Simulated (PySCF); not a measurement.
Finite-field polarisability of F (fluorine, neutral)

[He] 2s2 2p5, 2P determinant. Calculation: PySCF 2.14, in def2-TZVPPD (6s4p3d1f, 40 functions); the non-relativistic Hamiltonian (point nucleus). Frozen: 1s2. Energy changes in a uniform field (μhartree):

```tsv
axis	F (au)	HF	MP2	CCSD	CCSD(T)
x	0.0081	-100.516	-109.808	-108.776	-110.072
x	0.0162	-402.149	-439.357	-435.229	-440.422
y	0.0077	-99.972	-112.208	-111.060	-112.937
y	0.0154	-400.123	-449.172	-444.570	-452.106
```

By symmetry the remaining axis equals y.

Task: Derive α along x at CCSD(T) from the two fields.

Result: With ΔE = −αF²/2 − γF⁴/24, α = −(16 ΔE(F) − ΔE(2F))/(6F²) = 3.355 bohr³.

Task: And the mean polarisability at each level?

Result: The components xx, yy, zz at CCSD(T) are 3.355, 3.809, 3.809, the third axis being equal by symmetry to one of the two computed. Means: HF 3.269, MP2 3.638, CCSD 3.602, CCSD(T) 3.657 bohr³. Reference: 3.74 ± 0.08 bohr³ (recommended; Schwerdtfeger and Nagle, table of static dipole polarizabilities (2023 update)).
